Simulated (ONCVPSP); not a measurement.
**P (Z = 15): one change to an ONCV potential, before and after**

ONCVPSP 4.0.1 input, shortened (lines: element, Z, core and valence counts, functional; n l f; lmax; l rc ep ncon nbas qcut; lloc lpopt rc5 dvloc0; l nproj debl; icmod fcfact rcfact), PW91, scalar-relativistic:

```
  P 15.00    1    4  -109134      upf
    1    0    2.00
    2    0    2.00
    2    1    6.00
    3    0    2.00
    3    1    3.00
    2
    0    0.85    0.00    4    7   18.20
    1    0.80    0.00    4    9   17.20
    2    0.95    0.16    5    9   10.40
    4    5    0.80    1.00
    0    3    1.20
    1    2    1.00
    2    2    0.60
    1    0.60    0.00
```

All-electron outer shells of the reference configuration (PW91, scalar-relativistic, ld1.x):

```tsv
shell	level (eV)	outermost node (bohr)	outermost maximum (bohr)
1s	-2085.05	–	0.07
2s	-174.06	0.14	0.42
2p	-124.67	–	0.36
3s	-14.02	0.65	1.58
3p	-5.55	0.64	1.83
```

Change: s: qcut 27.4.

Cutoffs: the cutoffs (Ha) at which the residual kinetic energy of the hardest occupied pseudo-wave falls to 1 and 0.1 mHa per electron; they do not see the model core or the augmentation charge, which bear on the density cutoff. Errors are all-electron minus pseudo energies relative to the spin-unpolarised reference configuration.

Task: How do hardness, ghosts and transferability respond?

Result: The potential gets neither clearly harder nor softer (120 Ha and 134 Ha → 120 Ha and 146 Ha); a bound ghost appears in s, which as a rule spoils a file; of the 4 tests that both files solve, the error grows in 1 and shrinks in 0 by more than 15 % and 0.3 meV (median size 1.6 → 1.7 meV).

| quantity | base | changed |
| --- | --- | --- |
| cutoff, loose | 120 Ha | 120 Ha |
| cutoff, tight | 134 Ha | 146 Ha |
| loose cutoff by channel | s 88 Ha, p 120 Ha | s 62 Ha, p 120 Ha |
| bound ghosts | none | s |
| GHOST(+) flags under 300 eV | none | none |
| error for 2s2 2p6 3s2 3p2, meV [ΔE 9.78 eV] | +0.6 | +0.6 |
| error for 2s2 2p6 3s2 3p1, meV [ΔE 28.98 eV] | +2.7 | +2.7 |
| error for 2s2 2p6 3s2 3p0, meV [ΔE 58.80 eV] | +9.0 | +9.2 |
| error for 2s2 2p6 3s1 3p3, meV [ΔE 18.90 eV] | -0.2 | -0.7 |
| s: phases at 0.86 bohr within 0.05 rad from the reference energy up to (Ha; the scan ends near 5) | to the end of the scan | to the end of the scan |
| p: phases at 0.81 bohr within 0.05 rad from the reference energy up to (Ha; the scan ends near 5) | to the end of the scan | to the end of the scan |
| d: phases at 0.96 bohr within 0.05 rad from the reference energy up to (Ha; the scan ends near 5) | to the end of the scan | to the end of the scan |
| rms error of d²Exc/dni dnj with the model core, mHa | 2.31 | 2.30 |

 A true bound ghost makes a file unfit for plane-wave use even where its test errors are small: the radial tests pick states by their node count and pass the ghost by.
